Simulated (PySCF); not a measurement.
Computed properties of H₃O₃Sb, SMILES [OH][Sb]([OH])[OH]

H₃O₃Sb, SMILES [OH][Sb]([OH])[OH]. Coordinates come from a PBE0-D3(BJ)/def2-SVP optimisation. The def2 effective core potentials stand for the cores of Sb; spin–orbit coupling is left out. The values are those of a single conformer. All values are computed for the isolated molecule unless a solvent is named; none is compared with measurement here.

**Structure.** All 15 harmonic modes at PBE0-D3(BJ)/def2-SVP (PySCF) are real, so it is a minimum. With heavy atoms numbered as in [Sb:1]([OH:2])([OH:4])[OH:6], the shortest bond between them is Sb1–O6 at 1.972 Å and the longest Sb1–O4 at 1.992 Å.

**Vibrations.** The strongest infrared lines (harmonic, unscaled, degenerate partners summed) lie at 328 cm⁻¹ (125 km/mol, H 62 %, O 36 %), 626 cm⁻¹ (118 km/mol, O 85 %, Sb 13 %), 610 cm⁻¹ (103 km/mol, O 86 %, Sb 12 %). The softest mode is at 89 cm⁻¹ and the zero-point energy is 24.8 kcal/mol.

**Electronic structure.** r2SCAN/def2-TZVP (PySCF) places the frontier levels at -7.11 and -1.58 eV, a gap of 5.53 eV, and gives a dipole moment of 1.80 D and a mean polarisability of 48.3 bohr³.

**Excitations.** TDA-ωB97X/def2-SVPD (PySCF) has S1 at 6.34 eV (196 nm, f = 0.114, bright); the most intense of the 10 singlets computed lies at 7.94 eV (f = 0.17). T1 (TDA) is at 5.13 eV, 1.21 eV under S1. No vertical singlet excitation falls in the visible range (under 3.1 eV).
